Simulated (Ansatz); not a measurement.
Born–Oppenheimer molecular dynamics of CH4BClO (8 atoms, charge 0, multiplicity 1). It starts at the highest image of a converged band, a first-order saddle point between two minima.

Computed with RKS r2SCAN/def2-mTZVP (Ansatz).

```json
{"ensemble": "NVE (velocity Verlet)", "time step": "0.5 fs", "steps asked": "200", "starting velocities drawn for": "300 K", "seed": "2257"}
```

First frame:

```xyz
8
Properties=species:S:1:pos:R:3
B -0.345 -0.442 -0.064
Cl 1.439 -0.700 -1.774
O -0.796 -1.512 -0.547
H 0.153 -1.522 -1.355
C -0.154 0.806 0.779
H 0.812 0.777 1.288
H -0.163 1.696 0.146
H -0.946 0.897 1.528
```

Question: How far do the bonds stretch over the last three quarters of this one trajectory? (Pairs bonded in most of those frames.)

Answer: 
```
  bond  mean (Å)  spread (Å)  shortest  longest
 B1–O3     1.215       0.024      1.18     1.26
 B1–C5     1.532       0.034      1.46     1.59
Cl2–H4     1.310       0.060      1.22     1.40
 C5–H6     1.095       0.016      1.07     1.12
 C5–H7     1.094       0.012      1.07     1.11
 C5–H8     1.093       0.003      1.09     1.10
```

Mean temperature of the second half: 710 K. The conserved energy stayed within 0.19 meV per atom of its start (net change -0.025 meV per atom), so the integration is sound. The system heated up, since it started high on the potential surface and ran downhill. A run of 0.1 ps of so small a system gives no equilibrium averages. The orbitals stay closed-shell, which can raise the energy where a bond breaks towards radicals; this wasn't checked here.

The run took 8 min on 2 threads of Arm Neoverse V1, with other jobs on the host, peak memory 0.18 GiB.
